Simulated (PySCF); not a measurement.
**ReO: frontier orbitals**

B2PLYP at R = 1.732 Å; PySCF, scalar-relativistic core potentials, basis sets Re def2-TZVPP with ECP60, O def2-TZVPP. State: ⁶Σ⁺ (sextet), unpaired electrons σ ↑, π ↑↑, δ ↑↑. Only the outer orbitals are listed, counted within each symmetry, core potentials removing the inner ones.

```tsv
spin	orbital	occ.	ε (eV)	on Re (%)	main shells (%)
α	2π	1	-12.33	46	54 O p, 45 Re d
α	2π	1	-12.33	46	54 O p, 45 Re d
α	5σ	1	-11.65	36	58 O p, 34 Re d
α	1δ	1	-9.79	100	100 Re d
α	1δ	1	-9.79	100	100 Re d
α	6σ	1	-8.54	96	80 Re s, 14 Re d
α	3π	1	-7.20	63	49 Re d, 37 O p, 13 Re p
α	3π	1	-7.20	63	49 Re d, 37 O p, 13 Re p
α	7σ	0	-0.86	83	43 Re p, 29 Re d, 16 O p
α	4π	0	0.64	96	88 Re p
α	4π	0	0.64	96	88 Re p
β	5σ	1	-11.31	23	71 O p, 18 Re d
β	2π	1	-9.96	28	72 O p, 24 Re d
β	2π	1	-9.96	28	72 O p, 24 Re d
β	6σ	0	-2.23	100	85 Re s, 10 Re d
β	1δ	0	-0.35	100	100 Re d
β	1δ	0	-0.35	100	100 Re d
```

Task: Which are the highest filled and the lowest empty level, where do they sit, and how wide is the gap?

Result: Highest filled α 3π at -7.20 eV (in %: 49 Re d, 37 O p, 13 Re p); lowest empty β 6σ at -2.23 eV (in %: 85 Re s, 10 Re d); the gap at B2PLYP is 4.97 eV.

| Property | Result |
| --- | --- |
| bond order (Mayer) | 2.07 |
| ⟨S²⟩ | 8.771 |
| charge on Re (Mulliken, basis-dependent) | 0.55 |
| charge on Re (Löwdin, basis-dependent) | 0.29 |
| dipole moment (positive dipole means Re(−)O(+)) | -4.05 D |

Correlated steps freeze 1 core orbital. Spin–orbit coupling is left out. B2PLYP dipoles, levels and charges come from its SCF part alone. The state is the lowest single determinant that the PBE0 search found; with open d or f shells the true ground state can be another one.
